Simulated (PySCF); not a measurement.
A structure optimised at PBE-D3(BJ)/def2-SVP, used in a PySCF frequency run:

```
Si
H 1 1.5079
H 1 1.5120 2 108.13
C 1 1.8938 2 109.61 3 119.91
C 4 1.3515 1 119.83 2 7.75
H 5 1.1023 4 122.19 1 -1.59
H 5 1.1058 6 116.54 4 179.94
C 4 1.5091 5 122.40 6 179.95
H 8 1.1093 4 111.84 5 -0.43
H 8 1.1114 9 108.11 4 122.75
H 8 1.1116 9 108.07 10 114.31
Si 1 2.3584 2 110.05 3 -117.71
H 12 1.5090 1 108.89 2 -60.55
H 12 1.5106 13 107.01 1 117.30
C 12 1.8978 13 110.26 14 119.45
H 15 1.1084 12 110.66 13 -178.96
H 15 1.1085 16 108.11 12 121.38
H 15 1.1086 16 108.25 17 116.99
```
Charge 0, spin multiplicity 1.

Problem. Write its SMILES and formula.

Solution. C=C(C)[SiH2][SiH2]C, C₄H₁₂Si₂

Problem. What are its rotational constants (standard atomic weights)?

Solution. 4.4763, 0.99699, 0.92781 GHz
